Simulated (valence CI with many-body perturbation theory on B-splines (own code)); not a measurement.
Results of a calculation; reference values are marked as such.
# Hyperfine factors and g values of Sb43+

Level of theory: relativistic CI+MBPT: six valence electrons over a frozen Dirac-Fock core [He], radial functions for each j: 9 s, 9 p, 8 d, 6 f, 3 g, 1 h, with the one-electron correlation potential Σ1 (screened to all orders), the two-electron term Σ2, the three-electron term Σ3, Breit, model QED; selected single and double excitations, second order for the rest, scaled by the run's own slope (own B-spline code, finite nucleus).

No measured spectrum was set against this ion. As an estimate, large intervals hold to a few tenths of a per cent, small ones and those within an open d or f shell to about a per cent. Among the levels kept, up to 2500 cm⁻¹ of a level comes from second order outside the variational space, and about a tenth of that is noise between levels of different J, which matters for small intervals.

A/g_I is the dipole constant over the nuclear g factor μ/I (μ in nuclear magnetons, uniformly magnetised nucleus), B/Q the quadrupole constant per barn. Both hold the static response of the core; the bare values leave it out. Large factors of s and p1/2 electrons are usually good to 5 to 10 %; those of open d and f shells near neutrality can be off by tens of per cent, and small factors of p3/2, d and f electrons come from cancelling terms and can be off by a factor of two or in sign, in half-filled shells by more. B is blank for J = 1/2, where it vanishes, and for nearly pure S terms. Energies count from the lowest level. Levels with J = 0 are left out.

Levels are named by their leading jj configuration (3d3/2^4 stands for four electrons in 3d with j = 3/2), which in mixed levels can hold well under half, so a name can repeat and another be missing. Letters in brackets count levels of one name in rising energy.

| Level | E (× 10³ cm⁻¹) | g | A/g_I (MHz) | A/g_I bare | B/Q (MHz/b) | B/Q bare |
| --- | --- | --- | --- | --- | --- | --- |
| (2s^2 2p1/2^2 2p3/2^2) J=2 | 0.00 | 1.340 | 239000 | 246000 | 66700 | 66900 |
| (2s^2 2p1/2 2p3/2^3) J=1 | 2082.5 | 1.487 | -87600 | -76200 | -231000 | -232000 |
| (2s^2 2p1/2 2p3/2^3) J=2 | 2212.1 | 1.128 | 580000 | 582000 | -531000 | -532000 |
| (2s 2p1/2^2 2p3/2^3) J=2 | 4028.2 | 1.484 | 1400000 | 1390000 | -461000 | -462000 |
| (2s 2p1/2^2 2p3/2^3) J=1 | 4419.2 | 1.227 | -848000 | -818000 | -114000 | -114000 |
| (2s 2p1/2 2p3/2^4) J=1 | 6420.7 | 1.238 | 3160000 | 3110000 | -114000 | -114000 |
| (2s^2 2p1/2^2 2p3/2 3s) J=2 | 31741 | 1.535 | 513000 | 516000 | 425000 | 426000 |
| (2s^2 2p1/2^2 2p3/2 3s) J=1 | 31792 | 1.200 | -42600 | -29100 | 224000 | 224000 |
| (2s^2 2p1/2^2 2p3/2 3p1/2) J=1 | 32310 | 1.519 | 183000 | 194000 | 211000 | 211000 |
| (2s^2 2p1/2^2 2p3/2 3p1/2) J=2 | 32325 | 1.214 | 284000 | 290000 | 410000 | 410000 |
| (2s^2 2p1/2^2 2p3/2 3p3/2) J=3 | 32907 | 1.354 | 149000 | 155000 | 541000 | 542000 |
| (2s^2 2p1/2^2 2p3/2 3p3/2) J=1 | 32909 | 1.392 | 148000 | 153000 | -212000 | -213000 |
| (2s^2 2p1/2^2 2p3/2 3p3/2) J=2 | 33046 | 1.325 | 155000 | 160000 | 32200 | 32300 |
| (2s^2 2p1/2^2 2p3/2 3d3/2) J=2 | 33533 | 1.037 | 134000 | 138000 | -4580 | -4570 |
| (2s^2 2p1/2^2 2p3/2 3d3/2) J=3 | 33573 | 1.138 | 131000 | 135000 | 388000 | 389000 |
| (2s^2 2p1/2^2 2p3/2 3d3/2) J=1 | 33592 | 1.145 | 130000 | 134000 | -174000 | -174000 |
| (2s^2 2p1/2^2 2p3/2 3d5/2) J=4 | 33706 | 1.265 | 95100 | 98200 | 427000 | 428000 |
| (2s^2 2p1/2 2p3/2^2 3s) J=2 [a] | 33711 | 1.530 | 271000 | 275000 | 29400 | 29400 |
| (2s^2 2p1/2^2 2p3/2 3d5/2) J=2 | 33773 | 1.308 | 70100 | 71700 | -229000 | -230000 |
| (2s^2 2p1/2 2p3/2^2 3s) J=1 [a] | 33779 | 1.302 | -359000 | -342000 | 31500 | 31600 |
| (2s^2 2p1/2^2 2p3/2 3d5/2) J=3 | 33828 | 1.232 | 296000 | 297000 | -6380 | -6260 |
| (2s^2 2p1/2^2 2p3/2 3d5/2) J=1 | 33904 | 1.019 | -119000 | -125000 | 38300 | 38500 |
| (2s^2 2p1/2 2p3/2^2 3s) J=3 | 33913 | 1.268 | 446000 | 447000 | -20100 | -20100 |
| (2s^2 2p1/2 2p3/2^2 3s) J=2 [b] | 33925 | 1.044 | 396000 | 402000 | -25100 | -25100 |
| (2s^2 2p1/2 2p3/2^2 3s) J=1 [b] | 34137 | 1.312 | 1440000 | 1430000 | -11700 | -11800 |
| (2s^2 2p1/2 2p3/2^2 3p1/2) J=1 [a] | 34278 | 1.639 | -129000 | -116000 | 36800 | 36800 |
| (2s^2 2p1/2 2p3/2^2 3p1/2) J=2 [a] | 34334 | 1.211 | 273000 | 278000 | 13800 | 13800 |
| (2s^2 2p1/2 2p3/2^2 3p1/2) J=3 | 34452 | 1.104 | 504000 | 507000 | -13400 | -13400 |
| (2s^2 2p1/2 2p3/2^2 3p1/2) J=2 [b] | 34623 | 1.329 | 356000 | 362000 | 50300 | 50300 |
| (2s^2 2p1/2 2p3/2^2 3p1/2) J=1 [b] | 34665 | 0.663 | 1010000 | 1010000 | -4450 | -4460 |
| (2s^2 2p1/2 2p3/2^2 3p3/2) J=3 [a] | 34870 | 1.390 | 51500 | 57500 | 227000 | 228000 |
| (2s^2 2p1/2 2p3/2^2 3p3/2) J=2 [a] | 34885 | 1.415 | -35300 | -27800 | 36700 | 36800 |

Problem. Take the isotope of mass number 121, with I = 5/2, μ = 3.358 μN and Q = -0.543 b. What is the hyperfine structure of (2s 2p1/2^2 2p3/2^3) J=1?

Solution. From the table A = -1140000 MHz, B = 62000 MHz. Shifts from the centre of gravity in MHz: F = 3/2: 4030000, F = 5/2: 1090000, F = 7/2: -2830000.
